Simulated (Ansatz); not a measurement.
`O[SiH2]B(F)F` → `FBF` + `O[SiH]` at 600 K and 1 bar (silylene formation by 1,1-elimination).

Gas-phase electronic energies from Ansatz, PBE0-D4/def2-TZVP geometries. CCSD(T)/CBS is the MP2 limit (def2-TZVPP, def2-QZVPP) plus CCSD(T) − MP2 in def2-TZVPP, frozen cores. This one scheme is used for every species. One conformer a species, not always the lowest.

```json
{"species": "`O[SiH2]B(F)F`", "CCSD(T)/CBS energy (Eh)": "-590.59047", "H − E (kJ/mol)": "163.3", "S (J/(mol·K))": "427.2"}
{"species": "`FBF`", "CCSD(T)/CBS energy (Eh)": "-225.09427", "H − E (kJ/mol)": "73.4", "S (J/(mol·K))": "279.9"}
{"species": "`O[SiH]`", "CCSD(T)/CBS energy (Eh)": "-365.43832", "H − E (kJ/mol)": "81.5", "S (J/(mol·K))": "278.0"}
```

H − E and S are ideal-gas, rigid-rotor, harmonic terms from PBE0-D4/def2-TZVP, for one conformer and one mirror image of each species. 1 Eh = 2625.50 kJ/mol, R = 8.31446 J/(mol·K).

Problem. By hand: ΔE, ΔH, ΔS and ΔG.

Solution. ΔE = (-225.09427) + (-365.43832) − (-590.59047) = 0.05788 Eh = 152.0 kJ/mol. Δ(H − E) = 73.4 + 81.5 − 163.3 = -8.4, so ΔH = 143.6 kJ/mol. ΔS = 279.9 + 278.0 − 427.2 = 130.7 J/(mol·K). ΔG = 143.6 − 600 × (130.7)/1000 = 65.2 kJ/mol.

Problem. By hand: the equilibrium constant, and the temperature at which ΔG would vanish if ΔH and ΔS stayed fixed.

Solution. log₁₀ K = −ΔG/(RT ln 10) = -5.7. ΔG = 0 at ΔH/ΔS = 1099 K.

The number of gas molecules changes by +1, which sets the sign of ΔS. A doubt of 5 kJ/mol in ΔE shifts log₁₀ K by 0.4 here. Other conformers and mirror images would add mixing entropy, several J/(mol·K) or more a flexible species. Modes under 60 cm⁻¹, often nearly free rotors, make the harmonic entropy too high. These are equilibria of isolated gas molecules and say nothing of rates. Largest T1 diagnostic: 0.016 (customary marks: 0.02 for closed shells, 0.045 for open ones).
